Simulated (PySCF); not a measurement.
**Simulated characterisation data**

Theory: geometry: GFN2-xTB, NMR shieldings at PBE0/pcSseg-1/GIAO, in PySCF 2.14 (single conformer, no relativistic terms, isolated molecule, fast rotation and ring inversion assumed for equivalent nuclei).

Scale: 1H, 13C vs TMS (reference shieldings calculated alike). Where no couplings were computed, multiplicities follow the n + 1 count of equivalent neighbours, and m marks all less simple cases (inequivalent or close neighbours, rings, F or P nearby). Shifts are as computed. Against solution values, carbons near 30 ppm lie about +3 ppm off and those near 130 ppm about +5 ppm. Of 1211 compounds with measured shifts, 218 miss one by over three times the rms of a fit or turn the order of signals round; such compounds aren't used in these exercises.

**1.** `C[Si](C)(Cl)[Si](Cl)(Cl)Cl`, C₂H₆Cl₄Si₂. 1H NMR (500 MHz, computed): δ 0.54 (s, 6H). 13C{1H} NMR (computed): δ 3.5 (CH3).

**2.** `C1=CC(=O)[C@@H](C)OC1=O`, C₆H₆O₃. 1H NMR (500 MHz, computed): δ 6.92 (d, 1H), 6.71 (d, 1H), 5.01 (m, 1H), 1.62 (d, 3H). 13C{1H} NMR (computed): δ 202.0, 163.6, 144.3, 143.2, 84.4, 26.3.

**3.** `CCn1cc(OC)cn1`, C₆H₁₀N₂O. 1H NMR (500 MHz, computed): δ 7.09 (m, 1H), 7.08 (m, 1H), 4.14 (q, 2H), 3.89 (s, 3H), 1.35 (t, 3H). 13C{1H} NMR (computed): δ 155.3, 124.7, 117.1, 58.2, 50.7, 20.4.
